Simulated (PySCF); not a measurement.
PBE0 on Bi⁻ (bismuth, charge -1), [Xe] 4f14 5d10 6s2 6p4, high-spin 3P determinant. Calculation: PySCF 2.14, in aug-cc-pwCVTZ-DK3; the spin-free X2C one-electron Hamiltonian (Gaussian nucleus).

```
cycle= 1 E= -21533.1646001911  delta_E= -0.0168  |g|= 0.149  |ddm|= 0.866
cycle= 2 E= -21533.1654450762  delta_E= -0.000845  |g|= 0.0937  |ddm|=  0.2
cycle= 3 E= -21533.165909649  delta_E= -0.000465  |g|= 0.0108  |ddm|= 0.0609
cycle= 4 E= -21533.1659392217  delta_E= -2.96e-05  |g|= 0.00236  |ddm|= 0.0153
cycle= 5 E= -21533.1659487567  delta_E= -9.54e-06  |g|= 0.000844  |ddm|= 0.0118
cycle= 6 E= -21533.1659509457  delta_E= -2.19e-06  |g|= 0.000216  |ddm|= 0.00696
cycle= 7 E= -21533.1659510743  delta_E= -1.29e-07  |g|= 1.2e-05  |ddm|= 0.00203
cycle= 8 E= -21533.1659510746  delta_E= -3.82e-10  |g|= 1.43e-06  |ddm|= 0.000115
converged SCF energy = -21533.1659510746  <S^2> = 2.008047  2S+1 = 3.0053599
```

Highest occupied orbital energy: 0.766 eV; ⟨L²⟩ = 2.03; populations by l: s 12.00, p 28.00, d 30.00, f 14.00.

**Question.** Can this result be used?

**Answer.** With care. The run converged. Spin-orbit coupling is strong in this species (close to jj coupling), so the high-spin LS determinant is a model state, not a physical level. At PBE0 the highest occupied level has a positive energy, so only the finite basis holds that electron; in a semilocal or global hybrid functional this comes from self-interaction and does not mean that the real anion is unbound.
